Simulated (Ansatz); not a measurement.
GaH9O3Si3, SMILES `[SiH3][O][Ga]([O][SiH3])[O][SiH3]`, 16 atoms. Charge 0, multiplicity 1. Correlated methods include outer-core shells of Ga, which these sets cover unevenly. Scalar relativity is left out up to krypton. Hardware: A = 2 threads of an AMD EPYC 7R13 on a shared host and a share of an NVIDIA H100 80 GB; B = 2 threads of an AMD EPYC 7R13 on a shared host. Correlated methods freeze the cores.

Question: How many basis functions does each run have, and how long does it take in Ansatz? RKS PBE0-D4/def2-TZVP frequencies [A]; RKS PBE0-D4/def2-SVP energy [B]; RHF-MP2/def2-QZVPP energy [A]; RKS PBE0-D4/def2-QZVPP energy [A]; RKS ωB97M-V/def2-QZVPP energy [A]; RKS r2SCAN-D4/def2-TZVPP energy and forces [A]; RKS PBE0-D4/def2-TZVP relaxation (31 steps) [A]; direct RPA on PBE orbitals/def2-TZVPP energy [A]; RKS ωB97M-V/def2-SVP energy [B]; RKS B3LYP-D4/def2-TZVPP energy and forces [A]; RHF-CCSD(T)/def2-TZVPP energy [A]; RHF-CCSD(T)/def2-SVP energy [A]. (Best estimate.)

Answer: Ansatz gave: Other jobs shared the machine, so times are rough.

| level | job | functions | wall time | peak host memory (GiB) |
| --- | --- | --- | --- | --- |
| RKS r2SCAN-D4/def2-TZVPP | energy and forces [A] | 393 | 4.4 s | 0.91 |
| RKS B3LYP-D4/def2-TZVPP | energy and forces [A] | 393 | 5 s | 1 |
| RKS PBE0-D4/def2-SVP | energy [B] | 173 | 5.5 s | 0.56 |
| direct RPA on PBE orbitals/def2-TZVPP | energy [A] | 393 | 6.5 s | 1.6 |
| RHF-CCSD(T)/def2-SVP | energy [A] | 173 | 8.5 s | 0.77 |
| RKS ωB97M-V/def2-QZVPP | energy [A] | 740 | 14 s | 1.4 |
| RHF-MP2/def2-QZVPP | energy [A] | 740 | 16 s | 1.3 |
| RKS PBE0-D4/def2-QZVPP | energy [A] | 740 | 19 s | 1.3 |
| RKS ωB97M-V/def2-SVP | energy [B] | 173 | 19 s | 0.84 |
| RKS PBE0-D4/def2-TZVP | relaxation (31 steps) [A] | 306 | 78 s | 0.99 |
| RHF-CCSD(T)/def2-TZVPP | energy [A] | 393 | 86 s | 1.6 |
| RKS PBE0-D4/def2-TZVP | frequencies [A] | 306 | 4.2 min | 1 |

B3LYP here is the variant with VWN-RPA as its local correlation; programs differ in this.
